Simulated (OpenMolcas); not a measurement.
**Re6+: moving or changing the point charges**

Re6+ among 6 point charges of -1.5 e arranged as a tetragonal octahedron (D4h), 1.94 Å from the ion, with the axial distance 2.270 Å.
```
   1.9400    0.0000    0.0000  -1.50
   0.0000    1.9400    0.0000  -1.50
  -1.9400    0.0000    0.0000  -1.50
   0.0000   -1.9400    0.0000  -1.50
   0.0000    0.0000    2.2698  -1.50
   0.0000    0.0000   -2.2698  -1.50
```

```json
{
  "Program": "OpenMolcas",
  "Method": "SS-CASPT2, IPEA 0.25 Eh, imaginary shift 0.1 Eh (closed shells correlated: 5s 5p)",
  "Basis": "ANO-RCC-VDZP [7s6p4d2f1g]",
  "Scalar Hamiltonian": "DKH2, point nucleus",
  "Active space": "1 electron in 5 orbitals (5d)",
  "State averaging": "2S+1 = 2 even, 5 roots",
  "Spin-orbit coupling": "state interaction with AMFI integrals over the reference wave functions"
}
```

Runs around this geometry, states (labels of D4, the rotations of D4h). Energies in cm-1 above the lowest state or level, χT in cm3 K/mol.

```csv
R (Å),q (e),Axial / equatorial distance,Ground state,First state of that spin,First gap with spin-orbit (degeneracies),χT at 300 K
1.94,-1.5,1.08,2E,2B2 2070,"1810 (2, 2)",0.182
1.94,-0.75,1.17,2E,2B2 1920,"1960 (2, 2)",0.205
1.78,-1.5,1.17,2E,2B2 4760,"3600 (2, 2)",0.167
1.94,-1.5,1.17,2E,2B2 3920,"3320 (2, 2)",0.186
2.11,-1.5,1.17,2E,2A1 2380,"2890 (2, 2)",0.196
```

Scaling the charges by -0.75 / -1.5 = 0.50 scales the first state of the same spin by 1920 / 3920 = 0.49; with fixed orbitals a first-order splitting would follow the charge.

An orbital doublet at a regular site is open to a Jahn-Teller distortion, which this geometry leaves out. Free-ion shares, where given, are those of the reference states; single-state CASPT2 does not remix them. Spin-orbit coupling mixes the spin-free states strongly: the lowest level takes only 67 % from its leading state, 2E (figures for R = 1.94, q = -0.75, ratio = 1.17; the like holds for R = 2.11, q = -1.5, ratio = 1.17). Point charges carry no covalency, so the field is a model and not that of real ligands. No measured value stands beside these numbers.
